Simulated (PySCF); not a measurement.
Ge3H10Si: core ionisation energies

HSi(GeH3)3.
Structure used (PBE0-D3(BJ)/def2-SVP), in Å, numbered top down from 1:
```xyz
14
Ge3H10Si angstrom
Si    -0.0824   -0.6828   -0.0789
Ge    -1.9816    0.2012    1.0597
Ge     0.1288    0.3592   -2.2133
Ge     1.8859   -0.2765    1.2015
H     -0.2652   -2.1580   -0.2680
H     -3.2618   -0.0262    0.2332
H     -2.1571   -0.4692    2.4356
H     -1.7975    1.7159    1.2715
H      0.3727    1.8691   -2.0264
H     -1.1555    0.1713   -3.0432
H      1.3150   -0.2358   -2.9956
H      3.1383   -0.8017    0.4743
H      2.0439    1.2423    1.4098
H      1.7969   -0.9526    2.5828
```

Method used: PySCF 2.14.0, delta-SCF UKS SCAN, pcX-2 on the ionised atom, pcseg-1 elsewhere, spin-free X2C. Vertical ΔSCF values, vacuum level as zero.

**Question.** List the computed XPS lines with their assignment.

**Answer.** 
```json
{"atom(s)": "Si1", "environment": "silicon bonded to 3 Ge and H", "level": "Si 1s", "binding energy (eV)": "1845.79", "2p1/2 (eV)": "–", "count": "1"}
{"atom(s)": "Si1", "environment": "silicon bonded to 3 Ge and H", "level": "Si 2p3/2", "binding energy (eV)": "106.10", "2p1/2 (eV)": "106.72", "count": "1"}
```

**Question.** Which photon energy gives electrons from Si 2p3/2 of Si1 a kinetic energy of 50 eV, and what is their de Broglie wavelength?

**Answer.** hν = 106.10 + 50 = 156.10 eV, recoil neglected; λ = 12.264 Å/√(E/eV) = 1.73 Å.

**Question.** Which photon wavelength matches the Si 2p3/2 of Si1 threshold?

**Answer.** λ = hc/E = 12398.42 eV Å / 106.10 eV = 116.856 Å.

Spin–orbit and ligand-field terms were added within each 2p shell after the spin-free SCF. 2p1/2 minus 2p3/2 (ligand field included): Si 0.62 eV. No level of germanium is listed. Geometry: PBE0-D3(BJ)/def2-SVP; no solvent, vibrations or thermal averaging.

On Arm Neoverse V1, one thread, on a shared host, this took 15 s wall and 0.45 GiB of memory at its peak.
